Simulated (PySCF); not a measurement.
**Vertical excitation energies**

Compound: CH9FOSi3.
SMILES: `C[SiH2]O[SiH2][SiH2]F`

Theory: TDDFT CAM-B3LYP/def2-SVPD, vertical, gas phase, core orbitals frozen in the response (PySCF 2.14.0, density-fitted response routines). Isolated species at its GFN2-xTB geometry (one conformer only). Torsions of this conformer, `[CH3:1][SiH2:2][O:3][SiH2:4][SiH2:5][F:6]`: C1–Si2–O3–Si4 48°, Si2–O3–Si4–Si5 -141°, O3–Si4–Si5–F6 174°.

```tsv
state	E (eV)	ν̃ (cm⁻¹)	f	main configurations (H = HOMO, L = LUMO)
S1	5.90	47590	0.029	H→L (94%)
S2	6.69	53990	0.0020	H-1→L (83%)
S3	7.24	58420	0.011	H→L+1 (46%), H-3→L (30%), H→L+2 (9%)
S4	7.33	59140	0.045	H-3→L (41%), H→L+1 (31%), H-4→L (12%)
S5	7.55	60930	0.0036	H-2→L (43%), H→L+3 (19%), H→L+2 (18%)
S6	7.86	63360	0.0043	H→L+2 (25%), H-2→L (24%), H→L+6 (16%)
S7	7.97	64250	0.0012	H-4→L (46%), H-1→L+3 (12%), H-1→L+6 (10%)
S8	8.05	64950	0.055	H-1→L+2 (39%), H-1→L+1 (27%)
```

Triplets (Tamm–Dancoff): T1 5.24 eV, H→L (87%); T2 6.23 eV, H→L+1 (53%), H→L+2 (17%), H-1→L (10%); T3 6.43 eV, H-1→L (64%), H→L+1 (9%).

The lowest singlet comes at 210 nm (569 kJ/mol) in the ultraviolet; it is weak; its leading configuration is HOMO→LUMO (94%). The most intense listed level is S8 at 8.05 eV (154 nm, f = 0.055), 2.15 eV above S1. It is the last of those listed, so stronger ones may follow. Löwdin shares by element: HOMO silicon 40% or more, oxygen 23%, fluorine 7% (atoms not listed hold the other 30%); LUMO silicon 54% or more, hydrogen 14% or more (atoms not listed hold the other 32%). The listed states span 2.15 eV, and the widest gap between neighbours is 0.79 eV (S1 to S2). Of the 8 states listed, 4 reach f = 0.01 and none stays under 0.0005. The oscillator strengths of these states sum to 0.150; summed over the whole spectrum of an exact calculation they would give the number of electrons, 74 (Thomas–Reiche–Kuhn). The window holds the lowest 8 singlets.
